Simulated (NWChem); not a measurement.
# RbF anion, doublet; SMILES of the neutral closed-shell parent [F][Rb]

Program: NWChem. Spin-unrestricted. Geometry: optimised at B3LYP/def2-SVPD, spin-unrestricted. The spin multiplicity was typed, not searched, and may not be the lowest. No stability test was run on the SCF state. The highest occupied level is positive in some or all of these runs, so the extra electron may be held by the finite basis. def2 effective core potentials on Rb; no spin-orbit coupling. Total energies of different functionals are on different scales.

| level | energy (Ha) | highest occupied level (eV) | lowest empty minus highest occupied level, either spin (eV) | <S²> |
|---|---|---|---|---|
| B3LYP/def2-SVPD | -123.9473 | 0.64 | 0.83 | 0.750 |
| PBE/def2-SVPD | -123.8388 | 0.86 | 0.47 | 0.750 |
| BLYP/def2-SVPD | -123.8940 | 1.01 | 0.41 | 0.750 |
| PW6B95/def2-SVPD | -124.0283 | 0.61 | 0.88 | 0.750 |
| KT2/def2-SVPD | -125.2008 | 0.87 | 0.55 | 0.750 |
| LDA (Slater exchange, VWN5)/def2-SVPD | -123.2057 | 0.87 | 0.39 | 0.750 |
